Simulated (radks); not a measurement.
Results of a calculation; reference values are marked as such.
Excited configurations of Dy2+: one electron is placed in a higher orbital outside [Xe] 4f9. The ground configuration is [Xe] 4f10. Level of theory: scalar-relativistic Kohn-Sham, PBE, spin-unpolarised, spherical densities, finite nucleus; Fermi nuclear charge, rms radius 5.2218 fm (a radial shooting solver on a logarithmic mesh with Libxc functionals). Excitation = E - E(ground); binding = E(ion) - E, where the ion is the core of charge +3; n* = 3/sqrt(2 binding) in atomic units, and the quantum defect is n - n*.

| outer orbital | excitation (eV) | binding (eV) | n* | quantum defect | <r> (bohr) |
|---|---|---|---|---|---|
| 5d | 5.746 | 19.915 | 2.480 | 2.520 | 2.332 |
| 5f | 17.749 | 7.912 | 3.934 | 1.066 | 5.703 |
| 6s | 5.796 | 19.865 | 2.483 | 3.517 | 3.244 |
| 6f | 20.361 | 5.300 | 4.807 | 1.193 | 9.776 |
| 7p | 17.269 | 8.391 | 3.820 | 3.180 | 7.250 |
| 7d | 19.695 | 5.965 | 4.531 | 2.469 | 9.621 |

The Delta-SCF ionisation energy is 25.661 eV (NIST Atomic Spectra Database: 22.89 eV, semi-empirical). Self-interaction in the functional shifts the binding energies and quantum defects, so they are the method's values and not measured ones. Spin polarisation and multiplet splitting are left out, so open shells lie too high by an amount that depends on their filling. Spin-orbit splitting is averaged out at the scalar-relativistic level.

Beside tabulated values, note that spin-unpolarised runs miss the spin-polarisation part of the exchange energy of open shells.
